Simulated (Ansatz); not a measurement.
Calculated with Ansatz (gas phase, PBE0-D4/def2-TZVP geometries, no zero-point term in ΔE). CCSD(T)/CBS is the MP2 limit (def2-TZVPP, def2-QZVPP) plus CCSD(T) − MP2 in def2-TZVPP, frozen cores. Functionals use def2-TZVPP. Each species was taken in one conformer, which may not be the lowest.

Reaction (formal exchange of groups at the Si–F bond): `O[SiH2][SiH](O)F` + `C=CC(C)CC` → `C=C[SiH](O)[SiH2]O` + `CCC(C)F`

```csv
level,ΔE (kcal/mol)
ωB97X-V,42.1
B2PLYP,43.5
PBE0,41.4
SCS-MP2/def2-TZVPP,45.6
```

Problem. What does CCSD(T)/CBS give? (Estimate.)

Solution. Computed: +44.6 kcal/mol. The listed levels differ from it by -2.5, -1.1, -3.2, 1.0 kcal/mol.

Largest T1 diagnostic among the species: 0.012.

From PBE to PBE0 (25 % exact exchange), in def2-TZVPP and without D4, ΔE moves by +1.2 kcal/mol. In def2-TZVPP, CCSD(T) changes the Hartree–Fock value by +1.5 kcal/mol (the triples alone add −0.0 kcal/mol) and MP2 by +4.6 kcal/mol.
